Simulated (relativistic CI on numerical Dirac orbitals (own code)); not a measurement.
# Ni⁴⁺ in a cubic cluster: L2,3 absorption with charge transfer

Computed with a charge-transfer multiplet model of a cubic metal-ligand cluster with up to 3 ligand holes, Slater and spin-orbit integrals from Dirac-Coulomb-Breit ions, Slater integrals scaled by 0.8. The ground state mixes d6 with configurations of k ligand holes L, whose averages lie at kΔ + k(k − 1)U_dd/2; a core hole lowers each added d electron by U_cd. 300 K, Lorentzian 0.4 eV and Gaussian 0.3 eV FWHM.

Atomic integrals in eV (Slater integrals scaled, ζ unscaled), ground: F2dd 11.354, F4dd 7.124, zeta_d 0.099; with the core hole: F2dd 11.936, F4dd 7.492, zeta_d 0.124, zeta_core 11.400, F2cd 7.214, G1cd 5.576, G3cd 3.173.

Cluster parameters (eV): Δ = 1.3, U_dd = 7.9, U_cd = 9.5, 10Dq(ligand) = 0.6, V(eg) = 1.45, V(t2g) = -0.68, final-state hopping factor = 0.9.

```csv
Case,n_d,d6,d7L,d8L2,d9L3,S
10Dq = -0.4 eV,6.25,0.75,0.24,0.01,0.00,2.00
10Dq = -0.1 eV,6.27,0.74,0.25,0.01,0.00,2.00
10Dq = 0.2 eV,6.26,0.75,0.24,0.01,0.00,2.00
10Dq = 0.5 eV,6.25,0.76,0.24,0.01,0.00,2.00
10Dq = 1.1 eV,6.24,0.77,0.22,0.01,0.00,2.00
```

Weights, n_d and S are thermal averages at 300 K. Photon energies count from the first peak over 30 % of the highest in each spectrum, which can be another peak from case to case. The parameters are a model scan and need not match a compound or its usual spin state. A negative ionic 10Dq is a model choice; hopping adds the covalent part of the field. Peaks in eV (height, largest 100):
- 10Dq = -0.4 eV: -2.0 (23), 0.0 (100), 1.2 (41), 3.8 (13), 17.9 (38), 20.7 (6)
- 10Dq = -0.1 eV: 0.0 (100), 1.4 (45), 3.9 (15), 17.4 (35), 20.8 (7)
- 10Dq = 0.2 eV: 0.0 (100), 1.6 (46), 3.9 (16), 17.5 (38), 20.8 (8)
- 10Dq = 0.5 eV: 0.0 (100), 1.8 (42), 3.7 (14), 4.0 (14), 4.7 (13), 16.4 (8), 17.6 (37), 21.0 (7)
- 10Dq = 1.1 eV: -2.4 (21), -1.7 (23), 0.0 (100), 2.1 (33), 3.7 (12), 4.9 (11), 16.3 (9), 17.7 (31), 19.8 (8)

Curve for 10Dq = 0.2 eV (points under 2 left out, the grid thinned):

```json
{"E (eV)": "-3.5", "Intensity": "2.2"}
{"E (eV)": "-3.1", "Intensity": "4.0"}
{"E (eV)": "-2.7", "Intensity": "8.8"}
{"E (eV)": "-2.3", "Intensity": "14.6"}
{"E (eV)": "-1.9", "Intensity": "25.9"}
{"E (eV)": "-1.5", "Intensity": "33.4"}
{"E (eV)": "-1.1", "Intensity": "43.9"}
{"E (eV)": "-0.7", "Intensity": "66.5"}
{"E (eV)": "-0.3", "Intensity": "91.4"}
{"E (eV)": "0.1", "Intensity": "97.9"}
{"E (eV)": "0.5", "Intensity": "62.5"}
{"E (eV)": "0.9", "Intensity": "41.4"}
{"E (eV)": "1.3", "Intensity": "40.5"}
{"E (eV)": "1.7", "Intensity": "44.0"}
{"E (eV)": "2.1", "Intensity": "25.7"}
{"E (eV)": "2.5", "Intensity": "18.9"}
{"E (eV)": "2.9", "Intensity": "13.8"}
{"E (eV)": "3.3", "Intensity": "14.4"}
{"E (eV)": "3.7", "Intensity": "15.3"}
{"E (eV)": "4.1", "Intensity": "14.9"}
{"E (eV)": "4.5", "Intensity": "13.0"}
{"E (eV)": "4.9", "Intensity": "9.2"}
{"E (eV)": "5.3", "Intensity": "5.4"}
{"E (eV)": "5.8", "Intensity": "3.6"}
{"E (eV)": "6.2", "Intensity": "2.9"}
{"E (eV)": "6.6", "Intensity": "2.7"}
{"E (eV)": "7.0", "Intensity": "2.6"}
{"E (eV)": "7.4", "Intensity": "2.8"}
{"E (eV)": "15.7", "Intensity": "3.1"}
{"E (eV)": "16.1", "Intensity": "7.0"}
{"E (eV)": "16.5", "Intensity": "9.3"}
{"E (eV)": "16.9", "Intensity": "14.3"}
{"E (eV)": "17.3", "Intensity": "33.8"}
{"E (eV)": "17.7", "Intensity": "32.3"}
{"E (eV)": "18.1", "Intensity": "25.5"}
{"E (eV)": "18.5", "Intensity": "17.2"}
{"E (eV)": "18.9", "Intensity": "9.5"}
{"E (eV)": "19.3", "Intensity": "7.8"}
{"E (eV)": "19.7", "Intensity": "4.7"}
{"E (eV)": "20.1", "Intensity": "3.8"}
{"E (eV)": "20.5", "Intensity": "5.4"}
{"E (eV)": "20.9", "Intensity": "7.6"}
{"E (eV)": "21.3", "Intensity": "4.5"}
{"E (eV)": "21.7", "Intensity": "3.0"}
{"E (eV)": "22.1", "Intensity": "2.1"}
```

For the case 10Dq = 0.5 eV, Δ = 1.3 eV is smaller than U_dd = 7.9 eV, the charge-transfer side of the Zaanen-Sawatzky-Allen scheme. With the core hole the configuration with one ligand hole lies at Δ + U_dd − U_cd = -0.3 eV from the one without, against Δ in the ground state.
